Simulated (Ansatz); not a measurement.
`FB[SiH2]Cl` + `CN[SiH3]` → `CN([SiH3])[SiH2]Cl` + `BF` at 700 K and 1 bar (cleavage of the Si–B bond).

Program: Ansatz. Geometries: PBE0-D4/def2-TZVP. ΔE: electronic, gas phase. CBS: MP2 limit from def2 TZ/QZ plus the TZ coupled-cluster correction, frozen cores. This one scheme is used for every species. One conformer a species, not always the lowest.

```csv
species,CCSD(T)/CBS energy (Eh),H − E (kJ/mol),S (J/(mol·K))
`FB[SiH2]Cl`,-875.32301,148.5,414.6
`CN[SiH3]`,-386.04948,271.2,396.1
`CN([SiH3])[SiH2]Cl`,-1135.59245,327.7,527.0
`BF`,-125.82039,88.4,262.0
```

H − E and S are ideal-gas, rigid-rotor, harmonic terms from PBE0-D4/def2-TZVP, for one conformer and one mirror image of each species. 1 Eh = 2625.50 kJ/mol, R = 8.31446 J/(mol·K).

Q: By hand: ΔE, ΔH, ΔS and ΔG.

A: ΔE = (-1135.59245) + (-125.82039) − (-875.32301) − (-386.04948) = -0.04035 Eh = -105.9 kJ/mol. Δ(H − E) = 327.7 + 88.4 − 148.5 − 271.2 = -3.6, so ΔH = -109.5 kJ/mol. ΔS = 527.0 + 262.0 − 414.6 − 396.1 = -21.7 J/(mol·K). ΔG = -109.5 − 700 × (-21.7)/1000 = -94.3 kJ/mol.

Q: By hand: the equilibrium constant, and the temperature at which ΔG would vanish if ΔH and ΔS stayed fixed.

A: log₁₀ K = −ΔG/(RT ln 10) = 7.0. ΔG = 0 at ΔH/ΔS = 5046 K, far beyond where these terms or the molecules hold.

ΔH outweighs TΔS. A doubt of 5 kJ/mol in ΔE shifts log₁₀ K by 0.4 here. Other conformers and mirror images would add mixing entropy, several J/(mol·K) or more a flexible species. Modes under 60 cm⁻¹, often nearly free rotors, make the harmonic entropy too high. These are equilibria of isolated gas molecules and say nothing of rates. Largest T1 diagnostic: 0.013 (customary marks: 0.02 for closed shells, 0.045 for open ones).
